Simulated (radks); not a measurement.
Results of a calculation; reference values are marked as such.
How relativity changes the ionisation of the cadmium ion Cd2+ ([Kr] 4d10) to Cd3+ ([Kr] 4d9). Spin-unpolarised spherical Kohn-Sham, PBEsol, point nucleus unless stated (finite: rms radius 4.6087 fm), a radial shooting solver on a logarithmic mesh with Libxc functionals. A level marked "c x" has the speed of light scaled by that factor and shares open shells by 2j + 1; other Dirac levels either fill j = l - 1/2 first or share by 2j + 1.

level                               E(Cd2+) (hartree)  E(Cd3+) (hartree)  IE (eV)   HOMO  <r> HOMO (bohr)
non-rel.                                  -5463.68627        -5462.27203   38.484     4d            1.241
scalar-rel.                               -5591.08046        -5589.68405   37.998     4d            1.252
scalar-rel., finite nucleus               -5590.95439        -5589.55798   37.998     4d            1.252
Dirac, 2j+1 shares                        -5592.46030        -5591.06395   37.996  4d5/2            1.259
Dirac, low j first                        -5592.46030        -5591.07535   37.686  4d5/2            1.259
Dirac, 2j+1 shares, finite nucleus        -5592.33389        -5590.93755   37.997  4d5/2            1.259
Dirac, c x 1.25                           -5544.25885        -5542.85616   38.169  4d5/2            1.252
Dirac, c x 5                              -5468.54439        -5467.13088   38.464  4d5/2            1.242
Dirac, c x 100                            -5463.69839        -5462.28415   38.483  4d5/2            1.241

NIST Atomic Spectra Database: 37.47 eV (measured). The relativistic part of the total energy of Cd2+ is -128.6 hartree (Dirac, 2j+1 shares, finite nucleus), 2.4 % of the non-relativistic value. Spin polarisation and multiplet splitting of open shells are left out at every level.

Beside tabulated values, note that relativity, absent from the non-relativistic runs, is large for the heavy elements, and spin-unpolarised runs miss the spin-polarisation part of the exchange energy of open shells.
